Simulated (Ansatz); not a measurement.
The cluster Ag₄H₄ was relaxed with r2SCAN-D4 (def2-SVP, def2-SVPD) in Ansatz in these states: charge -1 doublet, neutral singlet. The geometries follow in no particular order.

In the def2 sets Ag takes a core potential; there is no spin–orbit coupling.

A:

```csv
atom,x (Å),y (Å),z (Å)
Ag1,0.0974,-1.3960,-1.3598
Ag2,-1.6319,0.6857,-0.8209
Ag3,1.6319,-0.6857,0.8209
Ag4,-0.0974,1.3960,1.3598
H5,1.5802,-1.9009,-0.4928
H6,1.4011,0.6481,1.9925
H7,-1.5791,1.9021,0.4916
H8,-1.4022,-0.6494,-1.9913
```

B:

| atom | x (Å) | y (Å) | z (Å) |
| --- | --- | --- | --- |
| Ag1 | -0.031 | 1.770 | 0.692 |
| Ag2 | -1.615 | -0.389 | 0.923 |
| Ag3 | 1.615 | 0.389 | -0.923 |
| Ag4 | 0.031 | -1.770 | -0.692 |
| H5 | 1.483 | 2.019 | -0.215 |
| H6 | 1.539 | -1.291 | -1.513 |
| H7 | -1.481 | -2.021 | 0.218 |
| H8 | -1.541 | 1.292 | 1.509 |

Q: Judge from the bond lengths which geometry belongs to which state (an estimate).

A: A is the charge -1 doublet (Ag3–Ag4 2.759 Å, Ag1–Ag3 2.759 Å, Ag1–Ag2 2.759 Å); B is the neutral singlet (Ag3–Ag4 2.688 Å, Ag1–Ag3 2.688 Å, Ag1–Ag2 2.688 Å).

At r2SCAN-D4/def2-SVPD the highest occupied level of the relaxed charge -1 doublet lies above zero (up to 0.92 eV). By energy differences its removal costs 0.53 eV (each at its own geometry, to the charge 0 singlet, at PBE0-D4/def2-TZVPD). These are the stationary points nearest to one start from a short search; other shapes may lie lower in each state.
